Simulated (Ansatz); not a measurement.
Geometry optimisation, Ansatz 0.2.0, RKS PBE0-D4/STO-3G.

Input:

```yaml
crystal:
  periodic: [false, false, false]
  atoms:
    - { symbol: Si, position_ang: [0.0, 0.0, 0.0] }
    - { symbol: Si, position_ang: [0.0, 0.0, 2.22] }
    - { symbol: H, position_ang: [-1.3148, -0.4067, 2.7074] }
    - { symbol: H, position_ang: [1.0096, -0.9353, 2.7074] }
    - { symbol: H, position_ang: [0.3052, 1.342, 2.7074] }
    - { symbol: H, position_ang: [1.3768, 0.0, -0.4862] }
    - { symbol: O, position_ang: [-0.7913, 1.3709, -0.5594] }
    - { symbol: C, position_ang: [-2.1512, 1.4177, -0.9653] }
    - { symbol: H, position_ang: [-2.7687, 0.8215, -0.2614] }
    - { symbol: H, position_ang: [-2.5023, 2.4707, -0.9639] }
    - { symbol: H, position_ang: [-2.2473, 0.9975, -1.9882] }
    - { symbol: H, position_ang: [-0.6877, -1.1914, -0.4862] }
basis:
  gaussian: { orbitals: STO-3G }
hamiltonian:
  xc: pbe0
  dispersion: d4
relax:
  f_tol: 0.02
  max_steps: 40
output:
  orbitals: {}
```

Run as:

```bash
$ ansatz run input.yaml --threads 1 --pin off --max-ram 2048MiB --backend cpu --events-out ev --progress --plain --runs-dir out
```

Problem. Where does it end, and by what steps?

Solution. The forces met the threshold. The force dipped under the threshold on the way, but the program's further checks kept it going. Limits of this set-up: minimal basis. After 11 steps the energy has fallen by 0.382 eV; H11 moved furthest, 1.01 Å.

```tsv
step	energy less start (eV)	largest force component (eV/Å)	accepted
0	0.0000	2.129	yes
1	-0.2268	0.993	yes
2	-0.2875	0.462	yes
3	-0.3167	0.556	yes
4	-0.3563	0.147	yes
5	-0.3739	0.063	yes
6	-0.3598	0.322	no
7	-0.3781	0.067	yes
8	-0.3799	0.157	yes
9	-0.3821	0.015	yes
10	-0.3823	0.006	yes
11	-0.3823	0.010	yes
```

```xyz
12
Properties=species:S:1:pos:R:3
Si 0.122 0.083 -0.154
Si -0.180 -0.017 2.079
H -1.551 -0.309 2.420
H 0.642 -1.065 2.637
H 0.183 1.222 2.723
H 1.521 0.232 -0.483
O -0.635 1.438 -0.912
C -2.073 1.361 -0.752
H -2.405 1.412 0.307
H -2.515 2.228 -1.278
H -2.520 0.443 -1.191
H -0.360 -1.142 -0.765
```

The run took 30 s on 1 thread of Arm Neoverse V1, on a shared host, peak memory 0.12 GiB.
